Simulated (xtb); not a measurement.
xtb input:

```bash
xtb mol.xyz --gfn 2 --sp --chrg 0 --uhf 0
```
mol.xyz:
```
21

C      3.03356566     0.71320061    -0.11982009
C      2.00828865    -0.33271261     0.33359930
C      0.64032362     0.25274377     0.51238167
C     -0.47388380    -0.01171371    -0.17337540
C     -0.56003100    -1.00341549    -1.30085203
C     -1.76356832     0.69655719     0.16261474
C     -2.86071932    -0.23391304     0.69254179
H      4.03398493     0.28155499    -0.19102678
H      3.07752925     1.54824001     0.58298325
H      2.76554838     1.11838873    -1.09735132
H      2.33813594    -0.75715488     1.28848176
H      1.99321631    -1.16073429    -0.37579286
H      0.57291241     1.00457346     1.29647777
H     -1.16199058    -1.87178906    -1.01925490
H      0.41413952    -1.36679313    -1.61971147
H     -1.05122678    -0.55047675    -2.16722678
H     -1.56288942     1.47422585     0.90253349
H     -2.13714497     1.20473963    -0.73433519
H     -3.14629054    -0.98411949    -0.04641151
H     -3.75757099     0.33278748     0.94941289
H     -2.52220639    -0.75792310     1.58868203
```

**Question.** Which total energy does the run end on?

**Answer.** -22.10704 Eh (GFN2-xTB).
